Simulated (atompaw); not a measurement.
What the settings do to the PAW (atompaw) potential of Cl

Base potential:

chlorine, PAW, made with atompaw 4.2.0.5 (PBE, scalar-relativistic). Core [Ne], reference 3s2 3p5. Waves: 3s (bound): rc 1.70 bohr; 3s channel at -1.15 Ry: rc 1.70 bohr; 3p (bound): rc 1.70 bohr; 3p channel at 0.55 Ry: rc 1.70 bohr; 3d channel at 0.1 Ry: rc 1.70 bohr; 3d channel at 2.15 Ry: rc 1.70 bohr. Local part: bessel scheme, radius 1.45 bohr. Core correction: smooth core density matched at 1.45 bohr. Augmentation charge: sinc compensation charge, radius 1.30 bohr; PAW radius 1.70 bohr; waves and projectors: custom polynom gramschmidtortho.

All-electron outer shells of the reference configuration (PBE, scalar-relativistic, ld1.x):

```csv
shell,level (eV),outermost node (bohr),outermost maximum (bohr)
2s,-252.70,0.12,0.36
2p,-191.63,–,0.30
3s,-20.69,0.55,1.29
3p,-8.59,0.53,1.43
```

Cutoffs, loose and tight: the cutoffs (Ry, on a coarse ladder) from which the occupation-weighted sum of valence levels, in a spherical-Bessel basis at the reference potential, stays within 10 and 1 mRy of its value at 400 Ry. They see the waves, projectors and local potential, not the compensation charge or the core. A dash means not determined.

| change | outcome | cutoff, loose | cutoff, tight | bound ghosts |
| --- | --- | --- | --- | --- |
| base | generated, no UPF (negative core plus compensation charge) | 18 Ry | 21 Ry | none |
| all radii scaled by about 0.75 (s 1.28, p 1.28, d 1.28 bohr); local potential bessel scheme, radius 1.08 bohr; augmentation sinc compensation charge, radius 0.98 bohr; PAW radius 1.28 bohr; waves and projectors: custom polynom gramschmidtortho; core correction smooth core density matched at 1.08 bohr | generated | 35 Ry | 55 Ry | none |
| all radii scaled by about 0.95 (s 1.62, p 1.62, d 1.62 bohr); local potential bessel scheme, radius 1.38 bohr; augmentation sinc compensation charge, radius 1.24 bohr; PAW radius 1.62 bohr; waves and projectors: custom polynom gramschmidtortho; core correction smooth core density matched at 1.38 bohr | generated, no UPF (negative core plus compensation charge) | 18 Ry | 25 Ry | none |
| all radii scaled by about 1.04 (s 1.76, p 1.76, d 1.76 bohr); local potential bessel scheme, radius 1.50 bohr; augmentation sinc compensation charge, radius 1.34 bohr; PAW radius 1.76 bohr; waves and projectors: custom polynom gramschmidtortho; core correction smooth core density matched at 1.50 bohr | generated, no UPF (negative core plus compensation charge) | 18 Ry | 21 Ry | none |
| all radii scaled by about 1.16 (s 1.98, p 1.98, d 1.98 bohr); local potential bessel scheme, radius 1.70 bohr; augmentation sinc compensation charge, radius 1.52 bohr; PAW radius 1.98 bohr; waves and projectors: custom polynom gramschmidtortho; core correction smooth core density matched at 1.70 bohr | generated | 15 Ry | 25 Ry | none |
| all radii scaled by about 1.29 (s 2.20, p 2.20, d 2.20 bohr); local potential bessel scheme, radius 1.88 bohr; augmentation sinc compensation charge, radius 1.68 bohr; PAW radius 2.20 bohr; waves and projectors: custom polynom gramschmidtortho; core correction smooth core density matched at 1.88 bohr | generated | 15 Ry | 25 Ry | none |

What comes out with this change to the base: all radii scaled by about 0.82 (s 1.40, p 1.40, d 1.40 bohr); local potential bessel scheme, radius 1.20 bohr; augmentation sinc compensation charge, radius 1.08 bohr; PAW radius 1.40 bohr; waves and projectors: custom polynom gramschmidtortho; core correction smooth core density matched at 1.20 bohr?

outcome: generated; cutoff, loose: 25 Ry; cutoff, tight: 45 Ry; bound ghosts: none.

What comes out with this change to the base: all radii scaled by about 1.11 (s 1.88, p 1.88, d 1.88 bohr); local potential bessel scheme, radius 1.60 bohr; augmentation sinc compensation charge, radius 1.44 bohr; PAW radius 1.88 bohr; waves and projectors: custom polynom gramschmidtortho; core correction smooth core density matched at 1.60 bohr?

outcome: generated; cutoff, loose: 15 Ry; cutoff, tight: 21 Ry; bound ghosts: none.

Reading the sweep of the scale of all radii (base = 1) (base included, trends over the rows without a ghost): The loose cutoff falls from 35 Ry at 0.75 to 15 Ry at 1.29. A larger radius leaves more room for a smooth pseudo-wave, so fewer plane waves are needed; a smaller one forces it to follow the all-electron wave where it bends sharply.
